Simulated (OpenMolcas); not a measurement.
# Ho⁴⁺: effect of the active space

```json
{
  "Program": "OpenMolcas",
  "Method": "CASSCF or its RAS form",
  "Basis": "ANO-R2",
  "Scalar Hamiltonian": "X2C, finite nucleus",
  "Spin-orbit coupling": "state interaction with AMFI integrals over the reference wave functions, term energies averaged over their components"
}
```

A. 9 electrons in 7 orbitals (4f); 2S+1 = 6 odd, 21 roots; 2S+1 = 4 odd, 224 roots (128 in the spin-orbit step); 2S+1 = 2 odd, 231 roots kept (CI in the orbitals of an earlier block, 143 in the spin-orbit step); cost roughly 2.9 core-minutes
B. 9 electrons in 12 orbitals (RAS2 4f; RAS3 5d, at most 1 electron); 2S+1 = 6 odd, 21 roots; 2S+1 = 4 odd, 128 roots kept (CI in the orbitals of an earlier block); 2S+1 = 2 odd, 130 roots kept (CI in the orbitals of an earlier block); 2S+1 = 8 even, 35 roots (21 in the spin-orbit step); 2S+1 = 6 even, 113 roots kept (CI in the orbitals of an earlier block, 0 in the spin-orbit step); 2S+1 = 4 even, 9 roots kept (CI in the orbitals of an earlier block, 0 in the spin-orbit step); 2S+1 = 2 even, 7 roots kept (CI in the orbitals of an earlier block, 0 in the spin-orbit step); cost about 40 core-minutes

Energies in eV above 4f9 6H* 15/2.

```tsv
Level	A	B
4f9 6H* 15/2	0.0000	0.0000
4f9 6H* 13/2	0.5268	0.5280
4f9 6H* 11/2	0.8943	0.8950
4f9 6H* 9/2	1.1792	1.1796
4f9 6F* 11/2	1.3679	1.3687
4f9 6H* 7/2	1.4039	1.4043
4f9 6F* 9/2	1.5622	1.5617
4f9 6H* 5/2	1.5743	1.5747
4f9 6F* 7/2	1.8557	1.8559
4f9 6F* 5/2	2.0707	2.0711
4f9 6F* 3/2	2.1919	2.1921
4f9 6F* 1/2	2.2694	2.2697
4f9 4F* 9/2(1) [66 %]	3.3401	3.3359
4f9 4I* 15/2(1) [54 %]	3.3850	3.3804
4f9 4G* 11/2(1)	3.7087	3.7058
4f9 4M* 21/2	3.7565	3.7532
4f9 4I* 13/2(1) [71 %]	3.9473	3.9461
4f9 4M* 19/2 [67 %]	3.9673	3.9649
4f9 4F* 7/2(1) [63 %]	4.0609	4.0595
4f9 4M* 15/2 [55 %]	4.2834	4.2827
4f9 4I* 11/2(1)	4.3349	4.3356
4f9 4M* 17/2 [56 %]	4.5309	4.5312
4f9 4I* 9/2(1)	4.5451	4.5457
4f9 4F* 5/2(1) [51 %]	4.6194	4.6203
```

The spin-orbit steps hold different terms of 4f9 (B lacks 2I*), which shifts levels as well.

Between A and B the level of the table that moves most is 4f9 4I* 15/2(1) [54 %], by 37 cm-1 (lowest in B, highest in A).

High states are left out of the spin-orbit mixing, which shifts the levels that they would mix with. Without dynamic correlation excited terms often stand tens of per cent too high (terms of higher spin than the ground term too low), and those without a measured partner can miss by more than the paired ones. Terms from blocks run as CI alone lack orbitals of their own (holds for B). Only configurations of the active space appear. The table leaves out levels that lie high or whose names do not pair safely across all columns.

A share in square brackets marks a mixed level and gives the weight of the term that names it, the lowest over the columns. A number in round brackets counts repeated terms of one configuration in the order of the reference energies. * marks odd parity.
